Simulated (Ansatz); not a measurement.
A search over several starts for the lowest SCF solution of As₃P⁺, that is PAsAsAs tetrahedron with one electron fewer at the given spin, in a small basis.

```yaml
crystal:
  periodic: [false, false, false]
  atoms:
    - {symbol: P, position_ang: [-1.114939, -0.047055, 0.847507]}
    - {symbol: As, position_ang: [1.204003, -0.337194, 0.792847]}
    - {symbol: As, position_ang: [0.109024, 1.369099, -0.552805]}
    - {symbol: As, position_ang: [-0.198098, -0.984841, -1.087540]}
basis:
  gaussian: {orbitals: def2-SVP}
total_charge: 1
magnetization: {spin_polarized: true, initial_magnetization: 1}
hamiltonian: {xc: pbe0, dispersion: d4}
output: {orbitals: {seedname: orbitals}}
```

```sh
$ ansatz run in.yaml --threads 4 --pin off --events-out ev --progress --plain --max-ram 3916MiB
```

Output, abridged:

```
Functional definition: PBE0
1106 factors; integrals over basis functions are off by at most 8.3e-4 eV
mean field evaluation 1: about -191753.8017 eV, gradient 1.4e1 eV
mean field evaluation 2: about -191752.5460 eV, gradient 1.9e1 eV
mean field evaluation 4: about -191755.0617 eV, gradient 9.9e-1 eV
mean field evaluation 8: about -191755.0822 eV, gradient 6.4e-2 eV
mean field evaluation 16: about -191755.0824 eV, gradient 2.3e-3 eV
mean field evaluation 32: about -191755.0844 eV, gradient 7.2e-6 eV
mean field evaluation 64: about -191755.0822 eV, gradient 3.6e-1 eV
mean field -191755.08458566 eV, -7046.8693822584 hartree, gradient 9.7e-7 eV, S^2 0.755820; 9 other end points of the search recorded, 0 dependent functions left out
reference -191755.08460784 eV, -7046.8693830733 hartree; 57, 56 occupied and 57, 58 virtual orbitals, 1106 factors
Total energy: -191755.29401987 eV, -7046.8770788236 hartree
```

Run time 23 s (4 threads of Arm Neoverse V2 on a shared host), peak host memory 0.61 GiB.
